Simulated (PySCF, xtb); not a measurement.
C4H4Cl2, SMILES C(=C(Cl)CCl)=C. One conformer was computed; it need not be the lowest.

Harmonic wavenumbers (cm⁻¹) from GFN2-xTB (xtb) at its own minimum, in rising order: 42, 121, 149, 263, 304, 455, 488, 576, 618, 703, 870, 882, 953, 1013, 1125, 1209, 1284, 1404, 1427, 2068, 2987, 2994, 3072, 3080.

Task: What does B3LYP-D3(BJ)/def2-SVP (PySCF) give at its own minimum? (Estimate from the structure and the level; the computed values follow.)

Result: 64, 145, 163, 280, 341, 506, 527, 599, 650, 732, 893, 900, 994, 1057, 1171, 1260, 1300, 1442, 1462, 2073, 3089, 3111, 3165, 3197. Paired by order, the mean absolute difference is 43 cm⁻¹ and the zero-point energies are 40.2 and 41.6 kcal/mol.
